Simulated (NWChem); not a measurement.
Species: CH$_{4}$ClGaO; SMILES [CH3][Ga]([OH])[Cl]

```xyz
8

Ga    -0.1002    -0.4292    -0.0522
Cl     0.1855     1.6585    -0.5409
C      1.3452    -1.7224    -0.0015
H      1.8264    -1.7860    -0.9884
H      0.9573    -2.7113     0.2786
H      2.1053    -1.4083     0.7286
O     -1.7850    -0.8684     0.3025
H     -2.4079    -0.1363     0.2430
```
Atoms are numbered in this order, from 1.

The geometry was optimised at PBE0/def2-SVP.

### Question
Give the principal values of the shielding tensors (ppm) of Ga1, Cl2, C3, O7 from Hartree-Fock/6-31G* (spherical d), GIAO (NWChem), with their diamagnetic and paramagnetic parts as GIAO splits them.

### Answer
```csv
atom,σ11,σ22,σ33,isotropic,diamagnetic,paramagnetic
Ga1,1513.1,1640.6,1935.5,1696.4,2640.5,-944.1
Cl2,903.3,1053.5,1091.6,1016.1,1147.8,-131.7
C3,202.6,206.6,213.3,207.5,246.7,-39.3
O7,203.9,303.7,321.4,276.3,389.8,-113.5
```
